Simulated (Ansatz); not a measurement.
Molecule: RhB, charge 0, multiplicity 1. 
Structure (B3LYP-D3(BJ)/def2-TZVP (Ansatz, an electronic-structure program) minimum search):
```xyz
2

Rh     0.0000     0.0000    -0.1682
B      0.0000     0.0000     1.5142
```

Dipole moments at this geometry, in debye (magnitudes).

| level | program | dipole (D) |
|---|---|---|
| PBE/def2-TZVPD | Ansatz | 3.01 |
| LC-wPBE/def2-TZVPD | Ansatz | 3.34 |
| wB97M-V/def2-TZVPD | Ansatz | ? |
| wB97X-V/def2-TZVPD | Ansatz | 3.20 |
| CCSD(T)/def2-SVPD | Ansatz | ? |

Problem. Complete the blanks.

Solution. 
- wB97M-V/def2-TZVPD, dipole (D): 3.08
- CCSD(T)/def2-SVPD, dipole (D): 3.37
